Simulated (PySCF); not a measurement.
PySCF input (BP86/6-31G* with LANL2DZ past Ar (5d)):

```python
from pyscf import gto, dft

mol = gto.M(
    atom='''
    Se   -0.00000000   -0.00000000   -0.04214025
    H     0.00000000    0.00000000    1.43276842
    ''',
    basis={'default': '6-31g*', 'Se': 'lanl2dz'},
    ecp={'Se': 'lanl2dz'},
    charge=0,
    spin=1,
    symmetry='C2v',
    verbose=4,
)

mf = dft.UKS(mol, xc='bp86')
mf.grids.level = 3
mf.conv_tol = 1e-9
mf.max_cycle = 100
mf.max_memory = 1500
mf.kernel()
if not mf.converged:
    mf = mf.newton()
    mf.kernel(mf.make_rdm1())
mf.dip_moment()
```

From the last part of the output:

```
SCF max_cycles = 100
direct_scf = True
direct_scf_tol = 1e-13
number electrons alpha = 4  beta = 3
XC library pyscf.dft.libxc version 7.1.2
    S. Lehtola, C. Steigemann, M. J. T. Oliveira, and M. A. L. Marques,  SoftwareX 7, 1–5 (2018)
XC functionals = bp86
    A. D. Becke,  Phys. Rev. A 38, 3098 (1988)
    J. P. Perdew,  Phys. Rev. B 33, 8822 (1986)
    J. P. Perdew,  Phys. Rev. B 34, 7406–7406 (1986)
radial grids:
    Treutler-Ahlrichs [JCP 102, 346 (1995); DOI:10.1063/1.469408] (M4) radial grids

becke partition: Becke, JCP 88, 2547 (1988); DOI:10.1063/1.454033
pruning grids: <function nwchem_prune>
grids dens level: 3
symmetrized grids: C2v
atomic radii adjust function: <function treutler_atomic_radii_adjust>
small_rho_cutoff = 0
Freeze 0 electrons in irreps []
    7 free electrons in irreps A1 B1 B2
Set gradient conv threshold to 3.16228e-05
tot grids = 30232
init E= 4.88828741887463
alpha HOMO (B1) = -0.00298072854322136  LUMO (A1) = 0.147099772151112
beta  HOMO (B1) = -0.00298072854322136  LUMO (B1) = -0.00298072854322136

WARN: HOMO -0.00298072854322136 >= LUMO -0.00298072854322136

WARN: alpha-B1 HOMO -0.00298072854322136 > system LUMO -0.00298072854322136

WARN: alpha-B2 HOMO -0.00298072854322136 > system LUMO -0.00298072854322136

WARN: beta-B1 HOMO -0.00298072854322136 > system LUMO -0.00298072854322136

cycle= 1 E= -9.61852378599483  delta_E= -14.5  |g|= 0.43  |ddm|= 2.55
alpha HOMO (B1) = -0.378216981794435  LUMO (A1) = -0.059891164309541
beta  HOMO (B1) = -0.368191433947701  LUMO (B2) = -0.361667795388662
  HOMO = -0.368191433948  LUMO = -0.361667795389  gap/eV = 0.17752
cycle= 2 E= -9.70590846636256  delta_E= -0.0874  |g|= 0.319  |ddm|= 1.21
alpha HOMO (B1) = -0.233039873127691  LUMO (A1) = -0.0318232667112287
beta  HOMO (B1) = -0.221589550355786  LUMO (B2) = -0.216555952916265
  HOMO = -0.221589550356  LUMO = -0.216555952916  gap/eV = 0.13697
cycle= 3 E= -9.80833575385718  delta_E= -0.102  |g|= 0.0422  |ddm|= 0.531
alpha HOMO (B1) = -0.225717452539013  LUMO (A1) = -0.0180125337295647
beta  HOMO (B1) = -0.213893695578578  LUMO (B2) = -0.208321948177622
  HOMO = -0.213893695579  LUMO = -0.208321948178  gap/eV = 0.15161
cycle= 4 E= -9.81018753823501  delta_E= -0.00185  |g|= 0.00362  |ddm|= 0.093
alpha HOMO (B1) = -0.225455752664512  LUMO (A1) = -0.0191751526446079
beta  HOMO (B1) = -0.213393340101879  LUMO (B2) = -0.207375727677559
  HOMO = -0.213393340102  LUMO = -0.207375727678  gap/eV = 0.16375
cycle= 5 E= -9.81020396633988  delta_E= -1.64e-05  |g|= 0.000441  |ddm|= 0.00918
alpha HOMO (B1) = -0.225485032637031  LUMO (A1) = -0.0190565287348426
beta  HOMO (B1) = -0.213378375188883  LUMO (B2) = -0.207339337199429
  HOMO = -0.213378375189  LUMO = -0.207339337199  gap/eV = 0.16433
cycle= 6 E= -9.81020424334996  delta_E= -2.77e-07  |g|= 6.25e-05  |ddm|= 0.00114
alpha HOMO (B1) = -0.225490399523471  LUMO (A1) = -0.0190399199677141
beta  HOMO (B1) = -0.213373197871023  LUMO (B2) = -0.207331815851417
  HOMO = -0.213373197871  LUMO = -0.207331815851  gap/eV = 0.16439
cycle= 7 E= -9.81020425191793  delta_E= -8.57e-09  |g|= 4.91e-06  |ddm|= 0.000225
alpha HOMO (B1) = -0.225490825857367  LUMO (A1) = -0.0190394688751909
beta  HOMO (B1) = -0.213373704903611  LUMO (B2) = -0.207332996502735
  HOMO = -0.213373704904  LUMO = -0.207332996503  gap/eV = 0.16438
cycle= 8 E= -9.81020425197583  delta_E= -5.79e-11  |g|= 5.32e-07  |ddm|= 2.2e-05
alpha HOMO (B1) = -0.22549065189469  LUMO (A1) = -0.0190391252087322
beta  HOMO (B1) = -0.213373590733622  LUMO (B2) = -0.207332855878535
  HOMO = -0.213373590734  LUMO = -0.207332855879  gap/eV = 0.16438
Extra cycle  E= -9.81020425197623  delta_E= -4.09e-13  |g|= 1.08e-07  |ddm|= 1.52e-06
converged SCF energy = -9.81020425197623  <S^2> = 0.7506016  2S+1 = 2.0006015
Dipole moment(X, Y, Z, Debye):  0.00000,  0.00000,  0.90199
```
